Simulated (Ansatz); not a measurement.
Born–Oppenheimer molecular dynamics of Cl2GeH2O2 (7 atoms, charge 0, multiplicity 1). It starts from a relaxed structure.

Level of theory: RKS B3LYP-D4/def2-SVP in Ansatz 0.2.0.

```json
{
 "ensemble": "NVE (velocity Verlet)",
 "time step": "1 fs",
 "steps asked": "500",
 "starting velocities drawn for": "500 K",
 "seed": "431684"
}
```

First frame:

```xyz
7
Properties=species:S:1:pos:R:3
Ge -0.076 -0.054 -0.094
O 0.084 -0.121 1.659
H -0.748 -0.312 2.116
O 1.543 -0.092 -0.767
H 2.126 -0.692 -0.278
Cl -0.996 1.756 -0.776
Cl -1.279 -1.720 -0.756
```

Problem. How far do the bonds stretch over the last three quarters of this one trajectory? (Pairs bonded in most of those frames.)

Solution. 
```
   bond  mean (Å)  spread (Å)  shortest  longest
 Ge1–O2     1.761       0.022      1.72     1.80
 Ge1–O4     1.761       0.015      1.73     1.79
Ge1–Cl6     2.156       0.014      2.13     2.19
Ge1–Cl7     2.157       0.013      2.13     2.18
  O2–H3     0.971       0.025      0.93     1.01
  O4–H5     0.971       0.023      0.93     1.01
```

Mean temperature of the second half: 263 K. The conserved energy stayed within 1.2 meV per atom of its start (net change 0.32 meV per atom), so the integration is sound. Over the second half the temperature averaged 0.53 of the 500 K drawn at the start: a run that starts near a minimum puts about half its kinetic energy into the potential. A run of 0.5 ps of so small a system gives no equilibrium averages.

Run time: 12 min on 4 threads of Arm Neoverse V1, with other jobs on the host, peak memory 0.27 GiB.
